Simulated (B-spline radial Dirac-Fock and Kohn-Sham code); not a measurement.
ΔSCF core binding energies without Breit or QED terms, calculated with a B-spline atomic structure program.

A sound run for Pm⁵⁺, configuration [Kr] 4d10 4f3 5s2 5p5: The ground state converged in 10 iterations, with total energy -10016.90582 Ha, virial ratio 1.92487 and highest orbital energy -77.79 eV. ΔSCF binding energies: K (1s) 45444.9 eV, L3 (2p3/2) 6553.1 eV, M5 (3d5/2) 1110.5 eV.

A second run, with one unsound setting: The ground state had not converged after 2 iterations, with total energy -10009.60006 Ha, virial ratio 1.90672 and highest orbital energy -13.28 eV. ΔSCF binding energies: K (1s) 45581.0 eV, L3 (2p3/2) 6674.2 eV, M5 (3d5/2) 1202.8 eV (not all states converged, so these are not final).

```
iter   energy (Ha)        error
   1    -9994.44334318  2.02e+00
   2   -10009.60006278  8.31e-01
```

Problem. Which fault fits the second run best?
A. nuclear radius in wrong units
B. too few iterations
C. speed of light below Z
D. box too small

Solution. B. The input had maxit = 2: maxit ends the run before self-consistency.
